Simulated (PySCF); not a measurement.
Species: C5H8O4Si.
Structure used (GFN2-xTB), in Å, numbered top down from 1:
```xyz
18
C5H8O4Si angstrom
O     -1.9011    1.1472    1.2827
C     -1.8286    0.2160    0.5406
C     -1.0971    0.2004   -0.7859
C     -0.2018   -1.0426   -0.9546
C      0.6009   -1.4184    0.2942
Si     1.7167    0.0080    0.9008
O      0.8604    1.3950    0.7681
C      0.3500    2.0914   -0.2388
O      0.6210    3.2314   -0.4374
O     -0.4683    1.4422   -1.0777
H     -2.3398   -0.7461    0.7441
H     -1.8838    0.1533   -1.5550
H      0.4734   -0.8516   -1.7914
H     -0.8488   -1.8771   -1.2365
H     -0.0921   -1.7048    1.0878
H      1.1863   -2.3092    0.0673
H      2.9001    0.1016    0.0466
H      1.9437   -0.0304    2.3334
```

Definitions: NICS(0) = −σiso at the ring centroid; NICS(1) = −σiso and NICS(1)zz = −σzz at ±1 Å along the ring normal z. Level: GIAO PBE0/pcSseg-1 (PySCF, non-relativistic, gas phase) on the GFN2-xTB geometry, one conformer.

Ring bond lengths (Å), with Mayer bond orders in brackets: C3–C4 1.541 (1.00), C4–C5 1.531 (1.03), C5–Si6 1.910 (0.88), Si6–O7 1.635 (0.86), O7–C8 1.326 (0.98), C8–O10 1.340 (1.04), O10–C3 1.422 (0.86).

Task: Give the NICS values of each ring in ppm.

Result: 
| ring | type | NICS(0) | NICS(1), two faces | NICS(1)zz, two faces | rms pucker (Å) | centre to ring atoms, mean (Å) |
| --- | --- | --- | --- | --- | --- | --- |
| C3–C4–C5–Si6–O7–C8–O10 | 7-membered ring with 2 O and Si; formal bonds all single | -2.5 | -1.5 / -2.4 | 1.5 / 0.1 | 0.26 | 1.67 |

Task: What do they say, and how far can they be read as aromaticity?

Result: 
- C3–C4–C5–Si6–O7–C8–O10: mean NICS(1)zz 0.8 ppm, near zero. C3, C4, C5, Si6 have four or more neighbours; no verdict on aromaticity is drawn.

Task: What field does 9.4 T along the ring normal induce along that normal at the first NICS(1) probe listed for ring C3–C4–C5–Si6–O7–C8–O10, 1 Å off the ring?

Result: NICSzz × B0 = 1.5 ppm × 9.4 T = 14 μT, along the applied field.

Task: What are the shieldings of the ring atoms and their hydrogens in the same run (means over atoms taken as equivalent)?

Result: 
```json
{"atoms": "C3", "environment": "sp3 carbon bound to oxygen", "σ isotropic (ppm)": "100.7", "principal values of the symmetric part, first atom (ppm)": "72.5, 94.3, 135.3"}
{"atoms": "C4", "environment": "ring CH2 carbon", "σ isotropic (ppm)": "156.7", "principal values of the symmetric part, first atom (ppm)": "145.8, 153.6, 170.5"}
{"atoms": "C5", "environment": "sp3 carbon bound to silicon", "σ isotropic (ppm)": "173.1", "principal values of the symmetric part, first atom (ppm)": "160.2, 172.5, 186.7"}
{"atoms": "Si6", "environment": "oxygen-bound silicon", "σ isotropic (ppm)": "370.7", "principal values of the symmetric part, first atom (ppm)": "336.0, 371.1, 405.0"}
{"atoms": "O7", "environment": "oxygen singly bound to a carbonyl carbon", "σ isotropic (ppm)": "196.4", "principal values of the symmetric part, first atom (ppm)": "127.7, 211.0, 250.6"}
{"atoms": "C8", "environment": "carbonate carbon", "σ isotropic (ppm)": "36.3", "principal values of the symmetric part, first atom (ppm)": "-63.7, 52.8, 119.6"}
{"atoms": "O10", "environment": "oxygen singly bound to a carbonyl carbon", "σ isotropic (ppm)": "157.5", "principal values of the symmetric part, first atom (ppm)": "55.9, 183.4, 233.0"}
{"atoms": "H12", "environment": "methine hydrogen", "σ isotropic (ppm)": "26.92", "principal values of the symmetric part, first atom (ppm)": "21.0, 28.4, 31.4"}
{"atoms": "H13", "environment": "methylene hydrogen", "σ isotropic (ppm)": "29.45", "principal values of the symmetric part, first atom (ppm)": "26.1, 27.7, 34.6"}
{"atoms": "H14", "environment": "methylene hydrogen", "σ isotropic (ppm)": "28.81", "principal values of the symmetric part, first atom (ppm)": "23.4, 27.8, 35.2"}
{"atoms": "H15", "environment": "methylene hydrogen", "σ isotropic (ppm)": "30.48", "principal values of the symmetric part, first atom (ppm)": "26.3, 29.0, 36.1"}
{"atoms": "H16", "environment": "methylene hydrogen", "σ isotropic (ppm)": "30.95", "principal values of the symmetric part, first atom (ppm)": "26.1, 28.3, 38.5"}
{"atoms": "H17", "environment": "Si–H hydrogen", "σ isotropic (ppm)": "26.60", "principal values of the symmetric part, first atom (ppm)": "22.7, 25.0, 32.2"}
{"atoms": "H18", "environment": "Si–H hydrogen", "σ isotropic (ppm)": "26.82", "principal values of the symmetric part, first atom (ppm)": "23.0, 25.1, 32.4"}
```

The list is cut; further classes of hydrogen are left out.

On an Arm Neoverse N1 with one thread, shared host, this took 84 s wall and 0.97 GiB of memory at its peak. This is the whole shielding run at PBE0/pcSseg-1, SCF included.
